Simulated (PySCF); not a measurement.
## Al: excitation energy

Al [Ne] 3s2 3p1 (2P) → Al [Ne] 3s1 3p1 3d1 (high-spin determinant), as a difference of total energies. Computed with PySCF 2.14 in aug-cc-pVQZ-DK, with scalar relativity by spin-free X2C-1e. Correlated levels: valence: [Ne] frozen. The calculations carry no spin-orbit coupling.

```csv
method,excitation energy (eV)
UHF,7.571
MP2 (valence),8.411
SCS-MP2 (valence),8.687
CCSD (valence),8.535
CCSD(T) (valence),8.491
```

Question: How much does correlation contribute at CCSD(T) (valence)?

Answer: 8.491 − (7.571) = 0.920 eV, measured against UHF.

The upper state lies above the first ionisation limit, but in LS coupling its spin forbids autoionisation to the ground ion.

The promoted electron is Rydberg-like, and one or two diffuse shells describe it only roughly, which tends to raise the upper state.

The coupled-cluster amplitudes are large for the upper state (T1 above 0.03 or a double amplitude above 0.15), so a single reference is strained.

The determinant of the upper state mixes LS terms, which raises its energy above the lowest term, most at the Hartree-Fock and MP2 levels.
